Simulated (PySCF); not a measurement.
Gas-phase reaction: GaH₃ + Cl₂ ⇌ GaH₂Cl + HCl

Method: PySCF energies plus ideal-gas RRHO corrections (1 bar). † marks an energy on the PBE0/def2-TZVP geometry and frequencies; other levels use their own. CCSD(T) freezes the core. 6-31G* has spherical d functions here. All species are closed-shell singlets. B3LYP is the form with VWN-RPA correlation. Ga: all electrons, no relativistic terms. GaH₃, GaH₂Cl: computed as isolated molecules; such fragments, hydroxides, amides, oligomers or adducts are transient or little studied in the gas. CCSD(T) isn't extrapolated to the basis-set limit; its ΔH°(298 K) is -323.1 kJ in def2-SVP and -308.1 kJ in def2-TZVPP. The harmonic model lacks anharmonicity and excited electronic states, which grow with temperature; levels with a mode under 35 cm⁻¹ are left out.

```json
[
 {"level": "B3LYP/6-31G*", "ΔE electronic, kJ": "-297", "ΔH°(298 K), kJ": "-293", "ΔS°(298 K), J/K": "10", "ΔG°(1400 K), kJ": "-308"},
 {"level": "CCSD(T)/def2-TZVPP†", "ΔE electronic, kJ": "-312", "ΔH°(298 K), kJ": "-308", "ΔS°(298 K), J/K": "10", "ΔG°(1400 K), kJ": "-324"},
 {"level": "HF/6-31G*", "ΔE electronic, kJ": "-327", "ΔH°(298 K), kJ": "-322", "ΔS°(298 K), J/K": "10", "ΔG°(1400 K), kJ": "-338"},
 {"level": "M06-2X/def2-TZVP†", "ΔE electronic, kJ": "-312", "ΔH°(298 K), kJ": "-308", "ΔS°(298 K), J/K": "10", "ΔG°(1400 K), kJ": "-324"},
 {"level": "PBE0/def2-SVP†", "ΔE electronic, kJ": "-320", "ΔH°(298 K), kJ": "-316", "ΔS°(298 K), J/K": "10", "ΔG°(1400 K), kJ": "-332"},
 {"level": "PBE0/def2-TZVP", "ΔE electronic, kJ": "-300", "ΔH°(298 K), kJ": "-296", "ΔS°(298 K), J/K": "10", "ΔG°(1400 K), kJ": "-312"},
 {"level": "r2SCAN/def2-TZVP†", "ΔE electronic, kJ": "-307", "ΔH°(298 K), kJ": "-303", "ΔS°(298 K), J/K": "10", "ΔG°(1400 K), kJ": "-319"},
 {"level": "ωB97M-V/def2-TZVP†", "ΔE electronic, kJ": "-300", "ΔH°(298 K), kJ": "-296", "ΔS°(298 K), J/K": "10", "ΔG°(1400 K), kJ": "-312"}
]
```
ΔH° is lowest at HF/6-31G* and highest at B3LYP/6-31G*. No reference value is set beside these.
